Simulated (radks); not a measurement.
Q: The oxygen anion O2-, [Ne], held by a Watson sphere: a shell of charge +1.68 at radius R that stands for the Madelung well of a crystal (potential energy -1.68/R inside, -1.68/r outside, in hartree with lengths in bohr). Method: scalar-relativistic Kohn-Sham, PBE, spin-polarised, spherical densities, finite nucleus; Fermi nuclear charge, rms radius of each element as measured or else 0.836 A^(1/3) + 0.57 fm; computed with a radial shooting solver on a logarithmic mesh with Libxc functionals. Response by self-consistent Sternheimer equations with the Hartree and adiabatic LDA kernel, the relativistic mass of each level held fixed and spin-orbit coupling left out. The sphere does not respond.

| R (bohr) | e(1s) (eV) | e(2s) (eV) | e(2p) (eV) | <r> 2p (bohr) | sum of <r^2> (bohr^2) | X-ray form factor at sin(theta)/lambda = 0.3 1/angstrom | alpha (bohr^3) |
|---|---|---|---|---|---|---|---|
| 2.07 | -505.71 | -18.554 | -4.315 | 1.548 | 23.61 | 4.122 | 21.20 |
| 2.3 | -505.75 | -17.910 | -3.795 | 1.600 | 25.30 | 4.086 | 26.64 |
| 2.62 | -505.70 | -17.178 | -3.160 | 1.668 | 27.71 | 4.060 | 36.52 |
| 2.98 | -505.55 | -16.543 | -2.565 | 1.741 | 30.55 | 4.050 | 51.85 |
| 3.36 | -505.37 | -16.038 | -2.060 | 1.814 | 33.74 | 4.048 | 74.72 |

Estimate the row for R = 1.88 bohr.

A: e(1s) (eV) -505.58; e(2s) (eV) -19.169; e(2p) (eV) -4.784; <r> 2p (bohr) 1.504; sum of <r^2> (bohr^2) 22.23; X-ray form factor at sin(theta)/lambda = 0.3 1/angstrom 4.170; alpha (bohr^3) 17.55.
